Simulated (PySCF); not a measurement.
C3H4F2Si, SMILES FC(C#C[SiH3])F.

Geometry optimised at PBE-D3(BJ)/def2-SVP. This is a generated structure with no PubChem entry under its InChIKey; it may be hypothetical.

Two levels are set side by side: TDA-PBE/def2-SVPD (PySCF) and TDA-B3LYP/def2-SVPD (PySCF). Vertical, same geometry. The lowest singlet is HOMO→LUMO 84 %, HOMO−1→LUMO+1 16 % with PBE and HOMO→LUMO 86 % with the other functional; states are paired by order. Differences are taken from unrounded values.

```json
[
 {"quantity": "lowest singlet excitation (eV)", "TDA-B3LYP": "5.65", "TDA-PBE": "5.57", "TDA-PBE minus TDA-B3LYP": "-0.08"},
 {"quantity": "lowest triplet excitation (TDA) (eV)", "TDA-B3LYP": "4.64", "TDA-PBE": "4.61", "TDA-PBE minus TDA-B3LYP": "-0.03"},
 {"quantity": "first bright state (f over 0.05) (eV)", "TDA-B3LYP": "8.07", "TDA-PBE": "7.06", "TDA-PBE minus TDA-B3LYP": "-1.02"},
 {"quantity": "its oscillator strength", "TDA-B3LYP": "0.74", "TDA-PBE": "0.05", "TDA-PBE minus TDA-B3LYP": "-0.69"}
]
```

Rough cost on one machine, each run with all the roots and properties that it gave: TDA-B3LYP against TDA-PBE about 2 times.
